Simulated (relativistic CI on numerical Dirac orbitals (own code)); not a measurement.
## Ni16+: computed level list

Computed by Dirac-Coulomb-Breit CI, KLI orbitals optimised for each configuration, model QED, unscaled Slater integrals (own radial code, finite nucleus).

CI space (outside the closed core [Ne]): 3s2, 3s 3p, 3p2, 3s 3d, 3d2, 3p 3d, 3p 4s, 3s 4s, 3d 4s, 3s 4p, 3s 4d, 3s 4f, 3s 5s, 3s 5p, 3s 5d, 4s2. Levels of other configurations are missing.

```
No.  Configuration  Term  J  E (cm⁻¹)    %  Next component (%)  Landé g
  1            3s2    1S  0         0   98            2 3p2 1S         
  2          3s 3p   3P°  0    263138  100                             
  3          3s 3p   3P°  1    271396   99               1 1P°    1.494
  4          3s 3p   3P°  2    292305  100                        1.500
  5          3s 3p   1P°  1    406122   96         2 3p 3d 1P°    1.004
  6            3p2    3P  0    629725   95                4 1S         
  7            3p2    1D  2    639049   65               19 3P    1.094
  8            3p2    3P  1    645321  100                        1.500
  9            3p2    3P  2    670576   81               14 1D    1.404
 10            3p2    1S  0    760524   91                4 3P         
 11          3s 3d    3D  1    774597  100                        0.498
 12          3s 3d    3D  2    776217  100                        1.166
 13          3s 3d    3D  3    778761  100                        1.333
 14          3s 3d    1D  2    876830   78           20 3p2 1D    0.999
 15          3p 3d   3F°  2   1055258   85              14 1D°    0.715
 16          3p 3d   3F°  3   1069863   98               2 3D°    1.086
 17          3p 3d   1D°  2   1083133   80              13 3F°    0.985
 18          3p 3d   3F°  4   1087135  100                        1.249
 19          3p 3d   3D°  1   1120750   75              23 3P°    0.736
 20          3p 3d   3P°  2   1123055   47              46 3D°    1.308
 21          3p 3d   3D°  3   1138685   97               2 3F°    1.326
 22          3p 3d   3P°  0   1140601  100                             
 23          3p 3d   3P°  1   1140950   76              23 3D°    1.265
 24          3p 3d   3D°  2   1141475   52              47 3P°    1.322
 25          3p 3d   1F°  3   1221142   99               1 3D°    1.002
 26          3p 3d   1P°  1   1238429   96         2 3s 3p 1P°    0.996
 27            3d2    3F  2   1562262  100                        0.666
 28            3d2    3F  3   1564920  100                        1.082
 29            3d2    3F  4   1568126  100                        1.249
 30            3d2    1D  2   1602943   60               39 3P    1.192
```

Energies count from the lowest computed level; ° marks odd parity.

The mean weight of the leading LS term, summed over parents, in these 30 levels is 89 %, and that of the leading jj configuration (from the same eigenvectors) 79 %, so LS coupling describes them better.

At this charge energies of transitions that change n are usually good to better than 1 %, and those within a shell (Δn = 0) to a few per cent.

LS names give the leading component of a level, which can be under half, so a name can repeat, a term be missing and a line seem to break the LS rules.
